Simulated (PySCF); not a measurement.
# Energy of P²⁺ (phosphorus, charge +2) between two integer charges

The 3p alpha orbital of [Ne] 3s2 3p1 is emptied in steps (occupation f), with all orbitals relaxed, ending at [Ne] 3s2. Calculation: PySCF 2.14, in x2c-TZVPall (5s5p2d1f, 37 functions); the spin-free X2C one-electron Hamiltonian (Gaussian nucleus). The exact energy is a straight line in f; departures are measured from the line between the end points of the same method.

```
   f  UHF (eV)  LDA (eV)  PBE (eV)  PBE0 (eV)  r2SCAN (eV)  LC-wPBE (eV)  BHandHLYP (eV)  wB97X (eV)  r2SCAN0 (eV)  M06-2X (eV)
   1     0.000     0.000     0.000      0.000        0.000         0.000           0.000       0.000         0.000        0.000
0.75     0.071    -1.018    -0.993     -0.730       -0.924        -0.190          -0.483      -0.254        -0.682       -0.507
 0.5     0.093    -1.357    -1.318     -0.966       -1.216        -0.245          -0.639      -0.331        -0.895       -0.678
0.25     0.069    -1.015    -0.980     -0.716       -0.896        -0.175          -0.475      -0.242        -0.658       -0.510
   0     0.000     0.000     0.000      0.000        0.000         0.000           0.000       0.000         0.000        0.000
```

```
   method  E(f=0) − E(f=1) (eV)  −ε at f=1 (eV)  −ε at f=0.5 (eV)
      UHF                29.574          29.956            29.569
      LDA                30.210          24.792            30.216
      PBE                30.247          24.943            30.280
     PBE0                30.262          26.353            30.297
   r2SCAN                30.355          25.378            30.431
  LC-wPBE                30.434          29.393            30.475
BHandHLYP                30.154          27.569            30.174
    wB97X                30.128          28.753            30.160
  r2SCAN0                30.345          26.663            30.409
   M06-2X                29.995          27.317            30.000
```

Orbital energy along the path (eV):

```tsv
f	UHF	LDA	PBE	PBE0	r2SCAN	LC-wPBE	BHandHLYP	wB97X	r2SCAN0	M06-2X
1	-29.956	-24.792	-24.943	-26.353	-25.378	-29.393	-27.569	-28.753	-26.663	-27.317
0.75	-29.759	-27.492	-27.611	-28.333	-27.934	-29.948	-28.877	-29.472	-28.564	-28.629
0.5	-29.569	-30.216	-30.280	-30.297	-30.431	-30.475	-30.174	-30.160	-30.409	-30.000
0.25	-29.387	-32.934	-32.904	-32.213	-32.813	-30.942	-31.442	-30.796	-32.157	-31.326
0	-29.212	-35.590	-35.397	-34.012	-35.042	-31.296	-32.652	-31.404	-33.777	-32.770
```

Reference removal energy between the ground levels: 30.203 eV (measured; NIST Atomic Spectra Database, ionization energies). The calculation has no spin-orbit coupling. UHF lacks correlation.
